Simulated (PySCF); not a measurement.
TaOCl₂, SMILES [O]=[Ta+]([Cl])[Cl], charge +1, multiplicity 1. Coordinates come from a PBE0-D3(BJ)/def2-SVP optimisation. The spin state was assumed, not searched. The isomer is the one that the SMILES or the coordinates give; other isomers of the formula were not compared. The def2 effective core potentials stand for the cores of Ta; spin–orbit coupling is left out.

The numbers are results of PySCF with PBE0-D3(BJ)/def2-SVP, not measurements.

Harmonic wavenumbers (cm⁻¹): 120, 203, 247, 452, 455, 1079. Rotational constants (GHz): 3.522, 1.998, 1.488; symmetry number 1.

Task: Work out the zero-point energy and the ideal-gas rigid-rotor harmonic-oscillator thermochemistry at 298.15 K and 1 atm.

Result: ZPE = ½ Σ hcν = ½ × 2556 cm⁻¹ = 3.65 kcal/mol. H − E(el) = 7.46 kcal/mol. Entropy in cal/(mol K): translation 42.65, rotation 27.82, vibration 8.60, total 79.07. G − E(el) = -16.11 kcal/mol. Cp = 16.49 cal/(mol K). Modes under 150 cm⁻¹ make the vibrational entropy uncertain.
